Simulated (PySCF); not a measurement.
C10H11F3, SMILES CC(C)c1ccccc1C(F)(F)F at its GFN2-xTB optimised geometry (Å):

```
24

C     -2.0756    -1.9430     1.3283
C     -1.3142    -1.8241     0.0050
C     -2.2738    -1.8520    -1.1875
C     -0.4877    -0.5602     0.0000
C     -1.1272     0.6762     0.0105
C     -0.4188     1.8620     0.0116
C      0.9653     1.8432     0.0037
C      1.6276     0.6315     0.0000
C      0.9098    -0.5602     0.0000
C      1.6835    -1.8502     0.0040
F      1.4479    -2.6103    -1.0849
F      1.4036    -2.6275     1.0697
F      3.0117    -1.6660     0.0328
H     -1.3792    -1.9570     2.1636
H     -2.6489    -2.8666     1.3427
H     -2.7603    -1.1092     1.4619
H     -0.6658    -2.6969    -0.0816
H     -1.7226    -1.7394    -2.1183
H     -2.7994    -2.8034    -1.2121
H     -3.0117    -1.0568    -1.1230
H     -2.2053     0.7100     0.0188
H     -0.9476     2.8034     0.0187
H      1.5274     2.7639     0.0026
H      2.7063     0.6056    -0.0022
```

Level of theory: B3LYP/def2-SVP (PySCF). Cells within 0.4 Å of a nucleus heavier than hydrogen are left out (blank, or x).

Map of the log10 of the electron density (e/bohr³), floored at −4 on the plane z = 0.0 Å:

```
|000000000000000000000000000|
|000000000000000000000000000|
|000000000000000000000000000|
|000000000122110111100000000|
|000000001344322344320000000|
|000000002456544555431000000|
|000000013578765677642000000|
|000000013578877788642000000|
|000000123578x88x87642100000|
|000001345678x88xx7654310000|
|000002467788877888765421000|
|0000135788xx76678x887531000|
|0000135788xx76678x887531000|
|000013456788877888776431000|
|00012334567xx88xx7655431000|
|000123445678x88x87667653000|
|000134456788877888789964100|
|0001235678x876578x89xx74100|
|0001234678x875568x889864100|
|000123456788865677767653000|
|000023444567754566544431000|
|000012333455543455432100000|
|000001222233322333210000000|
|000000010011110011000000000|
|000000000000000000000000000|
|000000000000000000000000000|
|000000000000000000000000000|
```
Scale: ten equal steps from -4.00 (start of '0') to -0.038 (end of '9'), in the order '0123456789'; x runs from -5.50 to 5.50, y from -5.50 (bottom) to 5.50 (top).
